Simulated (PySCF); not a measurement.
CH₄Cl₂OSi, SMILES Cl[Si](Cl)(O)C.

Geometry optimised at PBE0-D3(BJ)/def2-SVP. Other conformers were not sampled.

The numbers are results of PBE0-D3(BJ)/def2-SVP run with PySCF, not measurements.

Frequencies are harmonic and unscaled.

**Question.** List the normal modes with their intensities. (An estimate is asked for; the answer gives what the named calculation found.)

**Answer.** 
```
mode  ν (cm⁻¹)  IR (km/mol)    moving atoms (share of kinetic energy)
----  --------  -----------  ----------------------------------------
1          137          3.0                                    H 93 %
2          156          8.9           H 42 %, C 23 %, Cl 22 %, O 13 %
3          168          2.5                   Cl 62 %, C 13 %, O 12 %
4          230          3.3  Cl 28 %, Si 22 %, H 20 %, C 16 %, O 14 %
5          233         16.9                   H 53 %, Cl 21 %, C 12 %
6          279         28.4  O 34 %, Cl 21 %, Si 19 %, H 15 %, C 11 %
7          312         95.8                   O 47 %, H 36 %, Cl 15 %
8          487         30.8           Cl 53 %, Si 21 %, C 13 %, O 9 %
9          581        170.2                   Si 56 %, Cl 34 %, H 8 %
10         746         58.4                   H 36 %, C 34 %, Si 27 %
11         773         32.8                    H 64 %, O 18 %, C 16 %
12         808        111.2                   H 67 %, C 20 %, Si 12 %
13         849        269.7           H 64 %, Si 16 %, O 11 %, C 10 %
14         954        102.7                   Si 43 %, O 40 %, H 15 %
15        1275         38.3                            H 76 %, C 24 %
16        1420          6.1                                    H 96 %
17        1420          4.3                                    H 96 %
18        3070          0.2                                    H 97 %
19        3182          0.0                             H 91 %, C 9 %
20        3187          0.0                             H 91 %, C 9 %
21        3928        133.3                                    H 94 %
```
